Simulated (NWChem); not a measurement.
System: H3O cation; SMILES [OH3+]

The following NWChem deck was run.

```
start job
memory heap 200 mb stack 900 mb global 1100 mb
charge 1
geometry units angstroms noautosym nocenter noautoz
  O      0.000000     0.000000     0.078775
  H      0.669342     0.669342    -0.207386
  H      0.244996    -0.914338    -0.207386
  H     -0.914338     0.244996    -0.207386
end
basis spherical
  O library def2-svp
  H library def2-svp
end
dft
  xc b3lyp
  iterations 150
end
cosmo
  do_cosmo_smd true
  solvent water
end
task dft energy
```

Excerpt of the output:

```
             Northwest Computational Chemistry Package (NWChem) 7.3.0
             --------------------------------------------------------

                             Geometry "geometry" -> ""
                             -------------------------

 Output coordinates in angstroms (scale by  1.889725989 to convert to a.u.)

  No.       Tag          Charge          X              Y              Z
 ---- ---------------- ---------- -------------- -------------- --------------
    1 O                    8.0000     0.00000000     0.00000000     0.07877500
    2 H                    1.0000     0.66934200     0.66934200    -0.20738600
    3 H                    1.0000     0.24499600    -0.91433800    -0.20738600
    4 H                    1.0000    -0.91433800     0.24499600    -0.20738600

 Effective nuclear repulsion energy (a.u.)      13.8110707593

                                 NWChem DFT Module
                                 -----------------

 Summary of "ao basis" -> "ao basis" (spherical)
 ------------------------------------------------------------------------------
       Tag                 Description            Shells   Functions and Types
 ---------------- ------------------------------  ------  ---------------------
 O                          def2-svp                 6       14   3s2p1d
 H                          def2-svp                 3        5   2s1p

 in cosmo_initialize ...
 calling solv_data for solv:h2o

 solvent parameters
 solvname_short: h2o
 solvname_long:  water
 dielec:       78.4000
 dielecinf:     1.7769
 aqueous SMD model solvent descriptors
 dielec:       78.4000
 sola:          0.8200

          ---------------
          -cosmo- solvent
          ---------------
 Cosmo: York-Karplus, doi: 10.1021/jp992097l
 dielectric constant -eps-     =  78.40
 screen = (eps-1)/(eps    )    =   0.98724
 surface charge correction     = lagrangian

   van der Waals surface
 --------------------------

 ---------- ATOMIC COORDINATES (A.U.) ------------ VDWR(ANG.) --
     1    0.00000000    0.00000000    0.14886316     1.520
     2    1.26487297    1.26487297   -0.39190271     1.200
     3    0.46297531   -1.72784828   -0.39190271     1.200
     4   -1.72784828    0.46297531   -0.39190271     1.200
 number of segments per atom =        128
 number of   points per atom =        128
 atom (   nspa,  nppa )
 ----------------------
    1 (     65,     0 )       0
    2 (     72,     0 )       0
    3 (     73,     0 )       0
    4 (     73,     0 )       0
 number of -cosmo- surface points =      283
 molecular surface =     40.569 angstrom**2
 molecular volume  =     22.620 angstrom**3
 -lineq- algorithm             =   0
 -bem- low  level              =   3
 -bem- from -octahedral-
 gaussian surface charge width =   4.50000
 degree of switching           =   1.00000
 switching function tolerance  =   0.00010
 atomic radii =
 --------------
    1  8.000  1.520
    2  1.000  1.200
    3  1.000  1.200
    4  1.000  1.200
 ...... end of -cosmo- initialization ......

 nat:                     4
 ixmem:                  1008
 calling mnsol_interface()
 G(SMD-CDS) energy (kcal/mol)  =     2.238
 SMD-CDS SASA (angstrom**2)    =    61.331

            General Information
            -------------------
          SCF calculation type: DFT
          Wavefunction type:  closed shell.
          No. of atoms     :     4
          No. of electrons :    10
           Alpha electrons :     5
            Beta electrons :     5
          Charge           :     1
          Spin multiplicity:     1
          Use of symmetry is: off; symmetry adaption is: off
          Maximum number of iterations: 150
          AO basis - number of functions:    29
                     number of shells:    15
          Convergence on energy requested:  1.00D-06
          Convergence on density requested:  1.00D-05
          Convergence on gradient requested:  5.00D-04

              XC Information
              --------------
                         B3LYP Method XC Potential
                     Hartree-Fock (Exact) Exchange  0.200
                        Slater Exchange Functional  0.800 local
                    Becke 1988 Exchange Functional  0.720 non-local
              Lee-Yang-Parr Correlation Functional  0.810
                  VWN I RPA Correlation Functional  0.190 local

             Grid Information
             ----------------
          Grid used for XC integration:  medium
          Radial quadrature: Mura-Knowles
          Angular quadrature: Lebedev.
          Tag              B.-S. Rad. Rad. Pts. Rad. Cut. Ang. Pts.
          ---              ---------- --------- --------- ---------
          O                   0.60       49           5.0       434
          H                   0.35       45           7.0       434
          Grid pruning is: on
          Number of quadrature shells:   184
          Spatial weights used:  Erf1

      Superposition of Atomic Density Guess
      -------------------------------------

 Sum of atomic energies:         -76.18899089

 Renormalizing density from      11.00 to     10

      Non-variational initial energy
      ------------------------------

 Total energy =     -71.779803
 1-e energy   =    -119.209172
 2-e energy   =      33.618298
 HOMO         =      -1.204522
 LUMO         =      -0.335287

   convergence    iter        energy       DeltaE   RMS-Dens  Diis-err
 ---------------- ----- ----------------- --------- --------- ---------
     COSMO gas phase
 d= 0,ls=0.0,diis     1    -76.3594377688 -9.02D+01  5.28D-02  3.32D+00
 d= 0,ls=0.0,diis     2    -76.1372857318  2.22D-01  3.15D-02  5.43D+00
 d= 0,ls=0.0,diis     3    -76.6424995343 -5.05D-01  1.30D-03  9.56D-03
 d= 0,ls=0.0,diis     4    -76.6434196374 -9.20D-04  1.50D-04  9.68D-05
 d= 0,ls=0.0,diis     5    -76.6434280907 -8.45D-06  1.78D-05  1.63D-06
 d= 0,ls=0.0,diis     6    -76.6434282257 -1.35D-07  1.19D-06  6.15D-09

   convergence    iter        energy       DeltaE   RMS-Dens  Diis-err
 ---------------- ----- ----------------- --------- --------- ---------
     COSMO solvation phase
 d= 0,ls=0.0,diis     1    -76.7944761015 -1.51D-01  1.89D-03  3.44D-03
 d= 0,ls=0.0,diis     2    -76.7949502955 -4.74D-04  3.20D-04  1.87D-04
 d= 0,ls=0.0,diis     3    -76.7949572637 -6.97D-06  1.45D-04  7.99D-05
 d= 0,ls=0.0,diis     4    -76.7949676143 -1.04D-05  3.50D-05  8.38D-06
 d= 0,ls=0.0,diis     5    -76.7949673231  2.91D-07  2.38D-06  6.69D-09

         Total DFT energy =      -76.794967323074
      One electron energy =     -125.284879443548
           Coulomb energy =       47.164633389175
    Exchange-Corr. energy =       -9.395209296604
 Nuclear repulsion energy =       13.811070759293

             COSMO energy =       -3.090582731390

 Numeric. integr. density =        9.999999078430

                                COSMO-SMD solvation results
                                ---------------------------

             internal energy in gas <Psi(g)|H|Psi(g)> =       -76.643428225735
         internal energy in solvent <Psi(s)|H|Psi(s)> =       -76.642847033005
                               delta internal energy  =         0.000581192730 (    0.36 kcal/mol)
   total free energy in solvent <Psi(s)|H+V/2|Psi(s)> =       -76.798533618708
 polarization energy contribution <Psi(s)|V/2|Psi(s)> =        -0.155686585703 (  -97.69 kcal/mol)
    total free energy in solvent including G(SMD-CDS) =       -76.794967323074
                       G(SMD-CDS) energy contribution =         0.003566295634 (    2.24 kcal/mol)
     1 M fixed-concentration free energy of solvation =        -0.151539097338 (  -95.09 kcal/mol)

                       DFT Final Molecular Orbital Analysis
                       ------------------------------------

 Vector    3  Occ=2.000000D+00  E=-6.378407D-01
              MO Center=  1.0D-01,  1.0D-01, -1.7D-02, r^2= 7.0D-01
   Bfn.  Coefficient  Atom+Function         Bfn.  Coefficient  Atom+Function
  ----- ------------  ---------------      ----- ------------  ---------------
     4      0.386489  1 O  px                 5      0.386489  1 O  py
    15      0.347252  2 H  s                 20     -0.173550  3 H  s
    25     -0.173550  4 H  s                  7      0.155624  1 O  px
     8      0.155624  1 O  py                16      0.044538  2 H  s
    17     -0.027183  2 H  px                18     -0.027183  2 H  py

 Vector    4  Occ=2.000000D+00  E=-6.378350D-01
              MO Center= -1.0D-01, -1.0D-01, -1.7D-02, r^2= 7.0D-01
   Bfn.  Coefficient  Atom+Function         Bfn.  Coefficient  Atom+Function
  ----- ------------  ---------------      ----- ------------  ---------------
     4      0.386479  1 O  px                 5     -0.386479  1 O  py
    20      0.300832  3 H  s                 25     -0.300832  4 H  s
     7      0.155492  1 O  px                 8     -0.155492  1 O  py
    21      0.038648  3 H  s                 26     -0.038648  4 H  s
    23      0.035160  3 H  py                27     -0.035160  4 H  px

 Vector    5  Occ=2.000000D+00  E=-4.539073D-01
              MO Center= -3.5D-05, -3.5D-05,  1.7D-01, r^2= 5.7D-01
   Bfn.  Coefficient  Atom+Function         Bfn.  Coefficient  Atom+Function
  ----- ------------  ---------------      ----- ------------  ---------------
     6      0.641121  1 O  pz                 9      0.424218  1 O  pz
     3      0.174891  1 O  s                  2      0.128091  1 O  s
    15     -0.077704  2 H  s                 20     -0.078083  3 H  s
    25     -0.078083  4 H  s                  1      0.060797  1 O  s

 Vector    6  Occ=0.000000D+00  E= 1.092222D-02
              MO Center= -2.0D-03, -2.0D-03, -2.9D-01, r^2= 3.0D+00
   Bfn.  Coefficient  Atom+Function         Bfn.  Coefficient  Atom+Function
  ----- ------------  ---------------      ----- ------------  ---------------
     3      0.975644  1 O  s                 21     -0.546978  3 H  s
    26     -0.546978  4 H  s                 16     -0.544015  2 H  s
     2      0.289245  1 O  s                 15     -0.178657  2 H  s
    20     -0.178407  3 H  s                 25     -0.178407  4 H  s
     9     -0.171156  1 O  pz                 1      0.139595  1 O  s

 Vector    7  Occ=0.000000D+00  E= 1.019095D-01
              MO Center= -3.8D-01, -3.8D-01, -2.5D-01, r^2= 3.0D+00
   Bfn.  Coefficient  Atom+Function         Bfn.  Coefficient  Atom+Function
  ----- ------------  ---------------      ----- ------------  ---------------
    21      1.108915  3 H  s                 26     -1.108915  4 H  s
     7     -0.397185  1 O  px                 8      0.397185  1 O  py
     4     -0.279846  1 O  px                 5      0.279846  1 O  py
    20      0.220192  3 H  s                 25     -0.220192  4 H  s

 Vector    8  Occ=0.000000D+00  E= 1.019396D-01
              MO Center=  3.9D-01,  3.9D-01, -2.5D-01, r^2= 3.0D+00
   Bfn.  Coefficient  Atom+Function         Bfn.  Coefficient  Atom+Function
  ----- ------------  ---------------      ----- ------------  ---------------
    16      1.281177  2 H  s                 21     -0.639560  3 H  s
    26     -0.639560  4 H  s                  7     -0.397155  1 O  px
     8     -0.397155  1 O  py                 4     -0.279816  1 O  px
     5     -0.279816  1 O  py                15      0.254494  2 H  s
    20     -0.126853  3 H  s                 25     -0.126853  4 H  s

     Multipole analysis of the density
     ---------------------------------

     L   x y z        total         alpha         beta         nuclear
     -   - - -        -----         -----         ----         -------
     0   0 0 0      1.000000     -5.000000     -5.000000     11.000000

     1   1 0 0      0.000768      0.000384      0.000384      0.000000
     1   0 1 0      0.000768      0.000384      0.000384      0.000000
     1   0 0 1     -0.683883     -0.349540     -0.349540      0.015197

     2   2 0 0     -1.835398     -3.317554     -3.317554      4.799709
     2   1 1 0      0.000050      0.000024      0.000024      0.000001
     2   1 0 1      0.000276      0.000138      0.000138     -0.000000
     2   0 2 0     -1.835398     -3.317554     -3.317554      4.799709
     2   0 1 1      0.000276      0.000138      0.000138     -0.000000
     2   0 0 2     -4.525235     -2.581640     -2.581640      0.638045
```

Level: B3LYP/def2-SVP, SMD on the gas-phase geometry. Coordinates come from a B3LYP/6-31G* (spherical d) optimisation. B3LYP is NWChem's, with the RPA form of VWN correlation. Solvent: water.
